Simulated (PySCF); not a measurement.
H2Mo, SMILES [MoH2] (connectivity only; charge and spin as stated), neutral, multiplicity 5. Atoms are numbered in the order given.

```xyz
3

Mo     0.0000     0.0000    -0.0449
H      0.0000     1.3924     0.9423
H      0.0000    -1.3924     0.9423
```
Charge 0, spin multiplicity 5.

Geometry optimised at r2SCAN-D4/def2-TZVPD. The spin state was assumed, not searched. The def2 effective core potentials stand for the cores of Mo; spin–orbit coupling is left out.

All values below come from TDA-PBE/def2-TZVPD (PySCF).

Vertical excitations. The molecule is in vacuum.

Q: List the lowest excited states. (An estimate is asked for; the answer gives what the named calculation found.)

A: 
```json
[
 {"state": "root 1", "energy (eV)": "2.10", "λ (nm)": "589", "f": "0.009", "main pairs": "α HOMO→LUMO 88 %"},
 {"state": "root 2", "energy (eV)": "2.17", "λ (nm)": "570", "f": "0.000", "main pairs": "α HOMO−2→LUMO 99 %"},
 {"state": "root 3", "energy (eV)": "2.19", "λ (nm)": "567", "f": "0.001", "main pairs": "α HOMO−3→LUMO 89 %"},
 {"state": "root 4", "energy (eV)": "2.19", "λ (nm)": "567", "f": "0.005", "main pairs": "α HOMO−1→LUMO 99 %"},
 {"state": "root 5", "energy (eV)": "2.69", "λ (nm)": "461", "f": "0.004", "main pairs": "α HOMO→LUMO+1 82 %, α HOMO−3→LUMO+1 17 %"},
 {"state": "root 6", "energy (eV)": "2.70", "λ (nm)": "459", "f": "0.000", "main pairs": "α HOMO−1→LUMO+1 99 %"},
 {"state": "root 7", "energy (eV)": "2.73", "λ (nm)": "454", "f": "0.005", "main pairs": "α HOMO−2→LUMO+1 97 %"},
 {"state": "root 8", "energy (eV)": "3.02", "λ (nm)": "410", "f": "0.073", "main pairs": "α HOMO−3→LUMO+1 77 %, α HOMO→LUMO+1 16 %"},
 {"state": "root 9", "energy (eV)": "3.62", "λ (nm)": "342", "f": "0.012", "main pairs": "α HOMO−1→LUMO+2 99 %"},
 {"state": "root 10", "energy (eV)": "3.68", "λ (nm)": "337", "f": "0.045", "main pairs": "α HOMO−2→LUMO+2 94 %"}
]
```
Unrestricted roots are not spin-pure.
